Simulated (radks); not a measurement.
Values are calculated unless marked as measured or tabulated.
Q: Pd3+, 43 electrons, occupied as [Kr] 4d7. Level of theory: scalar-relativistic Kohn-Sham, PBEsol, spin-unpolarised, spherical densities, finite nucleus; Fermi nuclear charge, rms radius 4.5318 fm (a radial shooting solver on a logarithmic mesh with Libxc functionals). Some entries of the table are withheld. Estimate them.

orbital,occ.,eigenvalue (Ry),<r^2> (bohr^2)
1s,2,-1778.158,0.001372
2s,2,(1),0.02258
2p,6,-235.5026,(2)
3s,2,-49.77161,0.1648
3p,6,(3),(4)
3d,10,-26.99413,(5)
4s,2,-9.25816,(6)
4p,6,-6.71545,1.198
4d,7,-3.05919,2.008

A: 
(1) 2s eigenvalue (Ry): -262.2649
(2) 2p <r^2> (bohr^2): 0.01778
(3) 3p eigenvalue (Ry): -40.97562
(4) 3p <r^2> (bohr^2): 0.1667
(5) 3d <r^2> (bohr^2): 0.1526
(6) 4s <r^2> (bohr^2): 0.9955
